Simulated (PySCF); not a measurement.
A small calculation by hand: oscillator strength and radiative lifetime

C3H5F3, SMILES C[C@@H](F)C(F)F.

Geometry: B3LYP-D3(BJ)/def2-SVP. The structure was generated by enumeration; whether it is a known compound was not checked. The values are those of a single conformer.

TDA-PBE/def2-SVPD run with PySCF 2.14.0 puts the first singlet state with f over 0.02 at 8.89 eV (vertical), with the transition dipole (-0.327, -0.017, -0.154) in atomic units.

Problem. Find the oscillator strength, the wavelength and the radiative lifetime that this transition would have in vacuum if emission retraced absorption.

Solution. 
|μ|² = 0.1309 au, so |μ| = 0.92 D. ΔE = 8.89/27.211 = 0.3267 hartree. f = (2/3) ΔE |μ|² = 0.029 (the program prints 0.028).
λ = 1239.84/8.89 = 139 nm; ν = 71703 cm⁻¹.
Einstein's coefficient A = 0.6670 ν² f s⁻¹ (ν in cm⁻¹) = 9.8e7 s⁻¹, so τ = 1/A = 10 ns. This state is S6; the lower singlets have f = 0.017, 0.008, 0.006, 0.020, 0.006. The figure is the radiative limit of this one transition; relaxation, internal conversion, crossing to triplets and a medium change what is measured.
